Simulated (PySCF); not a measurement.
Write Cartesian coordinates for `CC/N=C/C=C1C=C1` as optimised with GFN2-xTB.

```
atom  x, y, z in Å
C1    -3.3245    0.0743    0.9890
C2    -2.0161    0.7397    0.5806
N3    -0.9820   -0.2561    0.4871
C4     0.1929    0.0747    0.1562
C5     1.2434   -0.9041    0.0572
C6     2.4816   -0.5834   -0.2855
C7     3.8626   -0.9015   -0.5644
C8     3.4982    0.3694   -0.6735
H9    -3.6041   -0.6747    0.2532
H10   -4.1197    0.8119    1.0660
H11   -3.2033   -0.4191    1.9493
H12   -2.1437    1.2501   -0.3850
H13   -1.7425    1.5080    1.3185
H14    0.4829    1.1143   -0.0728
H15    0.9784   -1.9275    0.2760
H16    4.6242   -1.6397   -0.6325
H17    3.7646    1.3756   -0.8906
```

Orientation and origin are arbitrary. Atoms count from 1 in this order. The 8 heavy atoms lie in one plane (0.001 Å rms). The 6 C–C bonds span 1.324 Å (C5=C6, drawn double) to 1.524 Å (C1–C2, drawn single), a spread of 0.200 Å. The C–N distances run from 1.265 Å (N3=C4, drawn double) to 1.439 Å (C2–N3, drawn single), a spread of 0.174 Å. The 3-membered ring C6–C7–C8 has internal angles of 54.6° to 62.8°.

Bonds between heavy atoms (Å): C1–C2 1.524, C2–N3 1.439, N3=C4 1.265, C4–C5 1.439, C5=C6 1.324, C6–C7 1.444, C7=C8 1.327, C6–C8 1.446.

The geometry is computed with GFN2-xTB (gas phase).

Point group: Cs (tolerance 0.08 Å). Stationary, but not proved a minimum. One conformer, not necessarily the lowest (C1–C2–N3–C4 180°, N3–C4–C5–C6 180°).
